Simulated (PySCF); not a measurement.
# Ionisation energy of Rh by level of theory

Rh [Kr] 4d8 5s1 (4F) → Rh⁺ [Kr] 4d8 (3F), as a difference of total energies. Computed with PySCF 2.14 in x2c-TZVPall (8s6p6d1f, 63 functions), with the spin-free X2C one-electron Hamiltonian (Gaussian nucleus). Correlated levels: valence: [Kr] frozen. The calculations carry no spin-orbit coupling.

| method | ionisation energy (eV) |
| --- | --- |
| UHF | 6.313 |
| PBE0 | 7.531 |
| TPSS | 7.610 |
| MP2 (valence) | 6.970 |
| SCS-MP2 (valence) | 6.808 |

Errors of the correlated levels include the incompleteness of this basis and the frozen core.

Question: Which method comes closest to the reference value, and which is furthest?

Answer: The reference is 7.479 eV (measured; NIST levels, between the centres of gravity of the two terms). Closest: PBE0 (error 0.052 eV); furthest: UHF (error -1.166 eV).
